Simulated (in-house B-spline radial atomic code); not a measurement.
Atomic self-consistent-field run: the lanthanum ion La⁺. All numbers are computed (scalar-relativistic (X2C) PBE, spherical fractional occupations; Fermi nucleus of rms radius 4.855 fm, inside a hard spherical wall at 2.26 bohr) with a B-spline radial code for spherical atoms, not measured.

Command:
```bash
python run_scf.py task.json out
```
Settings (nuclear radius in fm, mass in u):
```
Z                57
configuration    [Kr] 4d9 4f1 5s2 5p6 5d2
hamiltonian      x2c
method           pbe,pbe
spin_polarised   False
nucleus          fermi
rms_radius       4.855
atomic_mass      138.90636
speed_of_light   137.035999084
wall_radius      2.26
```

Output (hartree, bohr):
```
 radial grid: 59 intervals, B-splines of order 8, outer radius 2.26 bohr

 iter        energy (Eh)    residual
    1       -8477.367136    4.63e-01
    2       -8478.070205    1.65e-01
    3       -8478.633806    2.51e-02
    4       -8478.646940    4.11e-03
    5       -8478.647090    2.63e-03
    6       -8478.647232    8.77e-05
    7       -8478.647232    1.53e-05
    8       -8478.647232    4.79e-07

 total energy                     -8478.64723
 kinetic                            9126.2176
 electron-nucleus                 -20763.7561
 Hartree                            3366.8879
 exchange-correlation               -207.9967

 orbital      occ     eigenvalue          <r>       <r^2>       <1/r>       r_max
 1s         2.000     -1419.2074    0.0244194 0.000819716     65.6255      0.0153
 2s         2.000      -224.5812     0.106873   0.0135381     15.0142     0.09084
 2p         6.000      -201.3361    0.0939015   0.0107786     13.6394     0.07276
 3s         2.000       -46.8020     0.285035   0.0929796     5.33716      0.2606
 3p         6.000       -39.3565     0.283007   0.0929553     4.93299      0.2549
 3d        10.000       -28.5468     0.260213   0.0799052     4.64531      0.2102
 4s         2.000        -8.3468     0.658916    0.490462     2.17422      0.6107
 4p         6.000        -5.9408     0.700277    0.558381     1.97161      0.6383
 4d         9.000        -2.4481     0.783211    0.710671     1.69019      0.6785
 4f         1.000         1.2000     0.983331     1.12447     1.23514      0.7697
 5s         2.000        -0.0771      1.32855     1.92101     1.00332       1.369
 5p         6.000         0.7544      1.36577     2.03565    0.973199       1.449
 5d         2.000         2.1513      1.38275     2.12643     0.98897       1.554
```

Cost of the run: 0.1 s on 1 thread of Arm Neoverse V1, on a shared host.

One-electron X2C: radii and densities carry no picture-change correction, so inner-shell <1/r> comes out high (for 1s by about 2 % at Z = 33, 5 % at 54, 10 % at 75, 30 % at 118) and <r> low.
